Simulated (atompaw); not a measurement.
# Logarithmic derivatives: As (Z = 33), PAW (atompaw)

```json
{
 "Element": "As",
 "Generator": "atompaw 4.2.0.5",
 "Type": "PAW",
 "Functional": "PBEsol",
 "Relativity": "scalar-relativistic",
 "Frozen core": "[Ar] 3d10",
 "Valence charge": "5",
 "Reference configuration": "4s1.5 4p3.5",
 "Partial waves": "4s (bound): rc 2.20 bohr; 4s channel at 0.3 Ry: rc 2.20 bohr; 4p (bound): rc 2.20 bohr; 4p channel at 3 Ry: rc 2.20 bohr; 4d channel at 0.05 Ry: rc 2.20 bohr; 4d channel at 2.4 Ry: rc 2.20 bohr",
 "Local potential": "troulliermartins scheme with l = 3 at 0 Ry, radius 1.70 bohr",
 "Core correction": "smooth core density matched at 2.00 bohr",
 "Augmentation charge": "besselshape compensation charge, radius 2.10 bohr; PAW radius 2.20 bohr; waves and projectors: custom rrkj vanderbiltortho"
}
```

The phase is arctan(r·u′/u) with u = r·R(r), unwrapped; energies in Ry, scanned from -3 to 5 Ry. A pole is an energy at which the radial function vanishes at the test radius. The pseudo phase is shifted by a multiple of π to meet the all-electron one at the reference energy, and phase errors are pseudo minus all-electron; the curves can meet again beyond the range given. Levels narrower than the energy grid can be missing from the lists of poles.

```json
{"channel": "s", "radius (bohr)": "2.21", "reference energy (Ry)": "-1.10", "poles, all-electron": "0.45", "poles, pseudo": "0.45, 2.35", "unbroken range about the reference energy with phases within 0.05 rad": "below 2.1", "phase error 1 Ry above the reference energy (rad)": "-0.000"}
{"channel": "p", "radius (bohr)": "2.21", "reference energy (Ry)": "-0.41", "poles, all-electron": "1.84", "poles, pseudo": "1.84", "unbroken range about the reference energy with phases within 0.05 rad": "the whole range", "phase error 1 Ry above the reference energy (rad)": "-0.000"}
{"channel": "d", "radius (bohr)": "2.21", "reference energy (Ry)": "0.05", "poles, all-electron": "4.28", "poles, pseudo": "4.08", "unbroken range about the reference energy with phases within 0.05 rad": "-2.8 to 4.6", "phase error 1 Ry above the reference energy (rad)": "-0.004"}
```

Phases in the d channel:

```json
{"E (Ry)": "-3.00", "all-electron": "1.513", "pseudo": "1.327"}
{"E (Ry)": "-2.52", "all-electron": "1.329", "pseudo": "1.307"}
{"E (Ry)": "-2.04", "all-electron": "1.292", "pseudo": "1.283"}
{"E (Ry)": "-1.56", "all-electron": "1.256", "pseudo": "1.251"}
{"E (Ry)": "-1.08", "all-electron": "1.210", "pseudo": "1.207"}
{"E (Ry)": "-0.60", "all-electron": "1.145", "pseudo": "1.144"}
{"E (Ry)": "-0.12", "all-electron": "1.043", "pseudo": "1.043"}
{"E (Ry)": "0.36", "all-electron": "0.860", "pseudo": "0.860"}
{"E (Ry)": "0.84", "all-electron": "0.475", "pseudo": "0.473"}
{"E (Ry)": "1.32", "all-electron": "-0.264", "pseudo": "-0.269"}
{"E (Ry)": "1.80", "all-electron": "-0.904", "pseudo": "-0.906"}
{"E (Ry)": "2.28", "all-electron": "-1.209", "pseudo": "-1.209"}
{"E (Ry)": "2.76", "all-electron": "-1.362", "pseudo": "-1.363"}
{"E (Ry)": "3.24", "all-electron": "-1.454", "pseudo": "-1.457"}
{"E (Ry)": "3.72", "all-electron": "-1.516", "pseudo": "-1.525"}
{"E (Ry)": "4.20", "all-electron": "-1.564", "pseudo": "-1.585"}
{"E (Ry)": "4.68", "all-electron": "-1.605", "pseudo": "-1.656"}
```
